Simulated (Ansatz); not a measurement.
The O6–H7 bond of CH4OSn (SMILES [CH3][Sn][OH]) is stretched (multiplicity 1, the rest rigid).
Geometry at rest (charge 0, multiplicity 1):
```xyz
7

Sn     0.022    -0.064     0.389
C      0.419     1.607    -0.982
H     -0.202     2.469    -0.726
H      0.201     1.288    -2.001
H      1.464     1.921    -0.912
O     -0.538    -1.251    -1.130
H     -0.799    -2.137    -0.857
```

Frozen-core correlation. Filled d and f shells under p-block atoms count as core.

The values were computed with Ansatz (Gaussian basis) for Hartree–Fock, density functionals and correlated methods.  In def2 rows elements past Kr take small-core potentials, without spin–orbit coupling.

Energies above the point at 0.963 Å (the B3LYP-D3(BJ) bond length), FIC-MRCISD+Q on CASSCF(4,3)/def2-TZVPP (kcal/mol): 6.32 at 0.867 Å; 4.98 at 1.060 Å; 116.22 at 3.083 Å.

**Question.** Take the last value as the depth D of a Morse curve D(1 − e^(−a(R − R₀)))², fit a and R₀ to the two near points, and test it at 1.301 and 1.686 Å.

**Answer.** 
With D = 116.2, both near points (counted from the curve's value at 0.963 Å) are met by a = 2.30 Å⁻¹ and R₀ = 0.958 Å, so k = 2Da² = 1225 kcal/(mol Å²). The curve then gives 34.4 and 76.6 kcal/mol; the level itself gives 35.1 and 81.5, so Morse is off by -0.7 and -4.9.

Doubts at one or more of the structures used: active orbitals that take no part (FIC-MRCISD+Q on CASSCF(4,3)/def2-TZVPP).

Ansatz is an electronic-structure program.
